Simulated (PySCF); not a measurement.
CH6Cl2Si2.

```xyz
11

Si    -1.7089    -1.5566     0.4517
C     -0.3516    -1.2816    -0.8365
Si     0.7225     0.2137    -0.6169
Cl    -0.4474     1.9125    -0.6626
Cl     1.6762     0.1125     1.2098
H     -2.4749    -2.7898     0.0981
H     -2.6419    -0.3929     0.4706
H     -1.1052    -1.7300     1.8047
H     -0.8217    -1.2116    -1.8333
H      0.3067    -2.1681    -0.8487
H      1.7660     0.3573    -1.6624
```

Geometry optimised at PBE0-D3(BJ)/def2-SVP. The geometry has at least one imaginary mode, so it is a saddle point at that level. The values are those of a single conformer.

Calculation: B3LYP/pcSseg-1 (PySCF). Non-relativistic, no solvent.

Give the absolute GIAO shielding of each atom: isotropic value and principal components (ppm). (An estimate is asked for; the answer gives what the named calculation found.)


| atom | σ(iso) | σ11 | σ22 | σ33 | span |
|---|---|---|---|---|---|
| Si1 | 414.2 | 394.3 | 399.3 | 448.9 | 54.6 |
| C2 | 177.4 | 161.9 | 179.5 | 191.0 | 29.2 |
| Si3 | 310.3 | 271.3 | 311.1 | 348.5 | 77.3 |
| Cl4 | 863.8 | 732.8 | 875.3 | 983.3 | 250.5 |
| Cl5 | 863.6 | 733.2 | 875.0 | 982.5 | 249.3 |
| H6 | 27.5 | 24.0 | 25.1 | 33.4 | 9.5 |
| H7 | 27.3 | 23.2 | 27.2 | 31.5 | 8.4 |
| H8 | 27.3 | 23.2 | 27.1 | 31.6 | 8.4 |
| H9 | 31.2 | 26.8 | 28.5 | 38.2 | 11.3 |
| H10 | 31.2 | 26.8 | 28.5 | 38.2 | 11.3 |
| H11 | 25.5 | 22.1 | 22.9 | 31.6 | 9.5 |
